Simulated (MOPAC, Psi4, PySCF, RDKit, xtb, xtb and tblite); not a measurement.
Torsional profile of SMILES C[Si](C)(C)[SiH2][SiH2]Cl (C3H13ClSi3). Scanned: dihedral Si2–Si5–Si6–Cl7; all other coordinates were relaxed at GFN2-xTB. GFN2-xTB can order the conformers of Si and Ge chains otherwise than DFT does. Points at φ and −φ are mirror images.

Geometry of the scan point at 180° (Å):
```
20

C     -0.7974     0.1672     1.7988
Si    -0.7091    -0.2029    -0.0747
C     -1.2431     1.3808    -1.0022
C     -1.9819    -1.5739    -0.4667
Si     1.4649    -0.8125    -0.6739
Si     3.0965     0.6336     0.1207
Cl     4.9604     0.0525    -0.4313
H     -1.7955     0.4662     2.1063
H     -0.1179     0.9696     2.0718
H     -0.5246    -0.7050     2.3855
H     -0.5744     2.2078    -0.7808
H     -2.2475     1.6920    -0.7288
H     -1.2307     1.2301    -2.0775
H     -2.9909    -1.2880    -0.1807
H     -1.9955    -1.8028    -1.5283
H     -1.7408    -2.4924     0.0602
H      1.5870    -0.9272    -2.1388
H      1.7647    -2.1814    -0.2152
H      3.1457     0.7319     1.5816
H      2.9618     2.0073    -0.3715
```

- GFN2-xTB (xtb and tblite)
- MMFF94 // GFN2-xTB (RDKit)
- PBE/def2-SVP // GFN2-xTB (Psi4)
- PBE-D3(BJ)/def2-SVP // GFN2-xTB (Psi4)
- UFF // GFN2-xTB (RDKit)
- PM7, restricted, heats of formation // GFN2-xTB (MOPAC)
- PM6, restricted, heats of formation // GFN2-xTB (MOPAC)
- GFN1-xTB // GFN2-xTB (xtb)
- RKS-B3LYP/6-31G* = restricted B3LYP/6-31G*, spherical d, density fitting // GFN2-xTB (PySCF 2.14.0)
- RKS-M06-2X/6-31G* = restricted M06-2X/6-31G*, spherical d, density fitting // GFN2-xTB (PySCF 2.14.0)
- RMP2/3-21G = restricted MP2 (frozen core)/3-21G // GFN2-xTB in PySCF
- RHF/3-21G = restricted Hartree-Fock/3-21G, density fitting // GFN2-xTB run with PySCF 2.14.0

Least-squares fit of E(φ) = a0 + Σ (a_n cos nφ + b_n sin nφ), n = 1 to 4, to the 24 scan points, in kcal/mol above the lowest point of each profile (levels whose profile four harmonics don't fit are not listed):

| method | a0 | a1 | b1 | a2 | b2 | a3 | b3 | a4 | b4 | rms of fit |
|---|---|---|---|---|---|---|---|---|---|---|
| GFN2-xTB | 0.76 | -0.83 | 0.00 | -0.03 | 0.00 | 0.13 | 0.00 | 0.04 | 0.00 | 0.00 |
| MMFF94 | 0.80 | 0.15 | 0.00 | 0.02 | 0.00 | 0.73 | 0.00 | 0.05 | 0.00 | 0.01 |
| PBE/def2-SVP | 1.23 | -1.03 | 0.00 | -0.39 | 0.00 | 0.61 | 0.00 | 0.07 | 0.00 | 0.01 |
| PBE-D3(BJ)/def2-SVP | 1.50 | -1.33 | 0.00 | -0.46 | 0.00 | 0.64 | 0.00 | 0.10 | 0.00 | 0.01 |
| UFF | 0.84 | 0.12 | 0.00 | -0.09 | 0.00 | 0.68 | 0.00 | 0.04 | 0.00 | 0.01 |
| PM7 | 0.66 | -0.50 | 0.00 | -0.31 | 0.00 | 0.40 | 0.00 | 0.02 | 0.00 | 0.02 |
| PM6 | 0.41 | -0.06 | 0.00 | -0.23 | 0.00 | 0.24 | 0.00 | -0.01 | 0.00 | 0.01 |
| GFN1-xTB | 0.31 | 0.08 | 0.00 | 0.03 | 0.00 | 0.26 | 0.00 | -0.02 | 0.00 | 0.01 |
| RKS-B3LYP/6-31G* | 0.49 | -0.20 | 0.00 | -0.14 | 0.00 | 0.43 | 0.00 | 0.04 | 0.00 | 0.01 |
| RKS-M06-2X/6-31G* | 0.91 | -0.67 | 0.00 | -0.28 | 0.00 | 0.43 | 0.00 | 0.12 | 0.00 | 0.01 |
| RMP2/3-21G | 1.19 | -1.08 | 0.00 | -0.30 | 0.00 | 0.57 | 0.00 | 0.03 | 0.00 | 0.01 |
| RHF/3-21G | 1.11 | -1.04 | 0.00 | -0.24 | 0.00 | 0.54 | 0.00 | 0.01 | 0.00 | 0.02 |

MMFF94 has few fitted parameters for silicon.
